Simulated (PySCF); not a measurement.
Compound: C5H3FO2.
SMILES with atom numbers: `[O:1]=[c:2]1[cH:3][c:4]([F:5])[cH:6][cH:7][o:8]1` (hydrogens: H9 on C3; H10 on C6; H11 on C7)

Computed, not measured: core-valence-separated Tamm–Dancoff BHandHLYP/aug-pcX-1 (pcseg-1 on H) in PySCF, non-relativistic, gas phase, PBE0-D3(BJ)/def2-SVP geometry.

Computed fluorine K-edge spectrum, Gaussian lines of 0.6 eV full width, highest printed point 100; it ends one width below the last computed root. BHandHLYP without relativity tends to put these K edges a few eV too low, so spacings mean more than positions.

(photon energy (eV), absorption): (684.6, 0), (684.7, 1), (684.8, 2), (684.9, 6), (685.0, 11), (685.1, 19), (685.2, 28), (685.3, 36), (685.4, 39), (685.5, 37), (685.6, 29), (685.7, 20), (685.8, 12), (685.9, 6), (686.0, 3), (686.1, 3), (686.2, 5), (686.3, 12), (686.4, 24), (686.5, 43), (686.6, 67), (686.7, 88), (686.8, 100), (686.9, 97), (687.0, 81), (687.1, 58), (687.2, 36), (687.3, 20), (687.4, 11), (687.5, 10), (687.6, 15), (687.7, 24), (687.8, 35), (687.9, 45), (688.0, 50), (688.1, 47), (688.2, 39), (688.3, 29), (688.4, 21), (688.5, 16), (688.6, 15), (688.7, 16), (688.8, 19), (688.9, 22), (689.0, 24), (689.1, 26), (689.2, 27)

Assign the maxima to core holes.

3 maxima:
- 685.4 eV: F5 (fluorine bonded to C), 685.40 eV, f = 0.010, 100 % of the height at the exact maximum
- 686.8 eV: F5 (fluorine bonded to C), 686.83 eV, f = 0.026, 100 % of the height at the exact maximum
- 688.0 eV: F5 (fluorine bonded to C), 688.00 eV, f = 0.012, 96 % of the height at the exact maximum

Further lines of some strength in the range: F5, 688.84 eV, f = 0.004.

Roots within 0.03 eV on the same or equivalent atoms count as one line; shares under 12 % aren't listed.

Vibrational structure and lifetime widths aren't in the curve. The ionisation threshold wasn't computed; near and above it a finite basis only mimics Rydberg series and continuum.
